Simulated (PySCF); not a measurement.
# Te (tellurium, neutral) across methods

[Kr] 4d10 5s1 5p4 6s1, high-spin 5P determinant (an excited configuration). Calculation: PySCF 2.14, in aug-cc-pVTZ-DK3; scalar relativity by spin-free X2C-1e.

```
method  E (hartree)  mean ε 5p α (eV)  mean ε 5p β (eV)  mean ε 6s α (eV)  Σ⟨r²⟩ (bohr²)   ⟨S²⟩
  MN15     -6797.66           -12.099            -9.583            -2.505          83.63  6.005
   PBE     -6792.48           -10.123            -8.080            -1.846          84.07  6.003
   UHF  -6790.07865           -14.662            -9.867            -3.068          86.16  6.014
  PW91     -6793.44           -10.165            -8.129            -1.882          83.91  6.003
r2SCAN     -6792.92           -10.712            -8.208            -1.864          84.94  6.009
 M06-L     -6792.76           -10.141            -8.048            -1.708          84.96  6.004
  PBE0     -6792.56           -11.433            -8.848            -2.247          84.37  6.004
  BP86     -6793.69           -10.223            -8.294            -1.994          83.95  6.003
   LDA     -6786.52           -10.214            -8.253            -1.971          83.63  6.002
```

The outer electron is Rydberg-like, and this basis confines it to a smaller radius and binds it less than a complete one would.
